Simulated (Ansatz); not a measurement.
All numbers were calculated with Ansatz.

A structure relaxed at PBE0-D4/def2-TZVP, charge 0, multiplicity 1:

```csv
atom,x (Å),y (Å),z (Å)
C1,0.897,-0.514,-0.717
C2,-0.188,-0.442,0.339
S3,-1.697,-1.178,-0.356
Sb4,-0.629,1.586,1.017
H5,0.615,0.046,-1.611
H6,1.088,-1.551,-1.012
H7,1.828,-0.091,-0.336
H8,0.107,-1.017,1.219
H9,-2.482,-1.042,0.726
H10,-0.555,2.212,-0.570
H11,1.015,1.992,1.302
```

Question: Give its formula and SMILES.

Answer: C2H7SSb, `C[CH](S)[SbH2]`.

Question: Summarise the bond lengths by kind.

Answer: 1 × C–C 1.516 Å; 4 × C–H 1.092 to 1.095 Å; 1 × C–S 1.817 Å; 1 × C–Sb 2.182 Å; 1 × H–S 1.343 Å; 2 × H–Sb 1.708 to 1.717 Å.
